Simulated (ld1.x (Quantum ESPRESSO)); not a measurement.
# Plane-wave convergence, TM potential for tantalum

Ta (Z = 73), norm-conserving Troullier–Martins (Kleinman–Bylander form), made with ld1.x (Quantum ESPRESSO) 7.5 (PBEsol, scalar-relativistic). Core [Xe] 4f14, reference 5d3 6s0 6p0 (charge +2). Waves: 6s (bound, empty): rc 2.00 bohr; 5d (bound): rc 2.10 bohr; 6p (bound, empty): rc 2.80 bohr. Local part: the p channel. Core correction: Bessel-smoothed model core, default radius (core density twice the valence density).

The pseudo-atom Hamiltonian at the reference potential is diagonalised in spherical Bessel functions j_l(qr) that vanish at 20 bohr, with q² up to the cutoff. All-electron valence levels (Ry): 6s -1.3503, 5d -1.3468, 6p -0.9116.

How do the lowest levels (Ry) of each channel move with the cutoff, and are there ghosts?

```csv
cutoff (Ry),s #1,s #2,d #1,d #2,p #1,p #2,f #1,f #2,Σ f·Δε (mRy)
8,-1.2861,-0.5769,-0.9353,-0.3946,-0.9080,-0.3900,-0.3009,-0.1655,1234.5
12,-1.3168,-0.5779,-1.1741,-0.4322,-0.9105,-0.3909,-0.3010,-0.1656,518.2
18,-1.3453,-0.5796,-1.3156,-0.4452,-0.9113,-0.3912,-0.3010,-0.1656,93.6
25,-1.3477,-0.5803,-1.3421,-0.4477,-0.9115,-0.3913,-0.3011,-0.1656,14.2
35,-1.3487,-0.5804,-1.3467,-0.4482,-0.9115,-0.3913,-0.3011,-0.1656,0.3
45,-1.3489,-0.5804,-1.3468,-0.4482,-0.9116,-0.3913,-0.3011,-0.1656,0.2
400,-1.3502,-0.5806,-1.3468,-0.4482,-0.9116,-0.3913,-0.3011,-0.1656,0.0
```

Result: no extra level below or beside the all-electron valence levels (s, d, p, f tested); 10 mRy is reached at 30 Ry and 1 mRy at 35 Ry.

Its largest configuration-test error is -963 meV.
